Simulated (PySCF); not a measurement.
C3H7AlO, SMILES C=[CH][Al]([CH3])[OH]. Geometry optimised at PBE0-D3(BJ)/def2-SVP. The structure was generated by enumeration; whether it is a known compound was not checked. Other conformers were not sampled.

Problem. Give the equilibrium geometry at PBE0-D3(BJ)/def2-SVP (PySCF confirms it by a frequency run) as bond lengths and angles. (Estimate from the structure and the level; the computed values follow.)

Solution. This is not unique; one that fits is 
Atoms: Al1 C2 H3 H4 H5 C6 C7 H8 H9 H10 O11 H12. Bonded distances (Å): Al1–C2 1.945, Al1–C6 1.953, Al1–O11 1.710, C2–H3 1.103, C2–H4 1.103, C2–H5 1.101, C6–C7 1.342, C6–H8 1.100, C7–H9 1.098, C7–H10 1.098, O11–H12 0.958. Bond angles (°): C2–Al1–C6 124.0, C2–Al1–O11 117.0, C6–Al1–O11 119.0, Al1–C2–H3 111.3, Al1–C2–H4 111.3, Al1–C2–H5 111.8, H3–C2–H4 106.4, H3–C2–H5 107.9, H4–C2–H5 107.9, Al1–C6–C7 122.9, Al1–C6–H8 121.2, C7–C6–H8 115.9, C6–C7–H9 123.1, C6–C7–H10 122.1, H9–C7–H10 114.9, Al1–O11–H12 126.8.
Charge 0, spin multiplicity 1.
